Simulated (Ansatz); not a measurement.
Molecule: sum formula BeHSBr, charge 0, multiplicity 1. 
Coordinates optimised at B3LYP-D3(BJ)/def2-TZVP (Ansatz, a program for electronic structure):
```xyz
4

Be    -0.4605     0.4338     0.1403
Br     0.9483    -0.8534    -0.3129
S     -1.8126     1.7019     0.5556
H     -2.3446     0.9031     1.5007
```

Parts of the frozen-core correlation energy in STO-3G (Ansatz, hartree). Frozen orbitals: 20; correlated occupied orbitals by spin: 8 and 8; virtual: 5 and 5. No spin-orbit coupling. No relativistic terms.

```csv
term,value
reference (HF),-2953.00757
MP2 opposite-spin,-0.04750
MP2 same-spin,-0.01062
CCSD correlation,-0.07365
(T),-0.00323
FCI minus CCSD(T),-0.00045
T1 diagnostic,0.018
largest doubles amplitude,0.091
```
